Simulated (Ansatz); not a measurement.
Species: AgI (charge 0, triplet). The spin state was set by rule; other spins were not relaxed. 
Structure (B3LYP-D3(BJ)/def2-TZVP (Ansatz, a first-principles code) minimum search):
```xyz
2

Ag     0.0000     0.0000    -1.7858
I      0.0000     0.0000     1.5836
```
Charge 0, spin multiplicity 3.

Wanted: atomisation energy (electronic, to ground-state atoms), in eV. Correlated levels leave the core frozen unless marked. Open shells are spin-unrestricted. Spin-orbit coupling is left out. Frozen are the shells of the preceding noble gas and the d and f shells that filled before the atom's block. Past Kr the def2 sets carry scalar-relativistic core potentials. The coupled-cluster limit lacks core correlation, which all-electron functionals hold. Basis-set limits of correlation are two-point, X^-3; Hartree-Fock from the larger set. [CCSD(T)-MP2]/basis is that difference in the basis named.

| level | program | atomisation energy (eV) | minus last row |
|---|---|---|---|
| HF/def2-TZVPP | Ansatz | -0.15 | -0.21 |
| HF/def2-TZVPPD | Ansatz | -0.15 | -0.21 |
| PBE-D3(BJ)/def2-TZVPD | Ansatz + dftd3 | 0.22 | 0.16 |
| PBE0-D4/def2-TZVPD | Ansatz + dftd4 | 0.11 | 0.05 |
| r2SCAN0/def2-TZVPD | Ansatz | 0.09 | 0.03 |
| B2PLYP-D4/def2-TZVPD | Ansatz + dftd4 | 0.05 | -0.01 |
| MP2/CBS(def2-TZVPPD,def2-QZVPPD) | Ansatz | 0.07 | 0.01 |
| RI-MP2/def2-QZVPP | Ansatz | 0.05 | -0.01 |
| RI-MP2/def2-QZVPPD | Ansatz | 0.05 | -0.01 |
| CCSD/def2-SVPD | Ansatz | 0.01 | -0.05 |
| CCSD/def2-TZVPPD | Ansatz | 0.00 | -0.06 |
| CCSD/def2-QZVPPD | Ansatz | 0.02 | -0.04 |
| CCSD(T)/def2-TZVPP | Ansatz | 0.01 | -0.05 |
| RI-MP2/CBS(def2-TZVPPD,def2-QZVPPD)+[CCSD(T)-MP2]/def2-TZVPPD | Ansatz | 0.06 | 0.00 |
| CCSD(T)/CBS(def2-TZVPPD,def2-QZVPPD) | Ansatz | 0.06 | 0.00 |
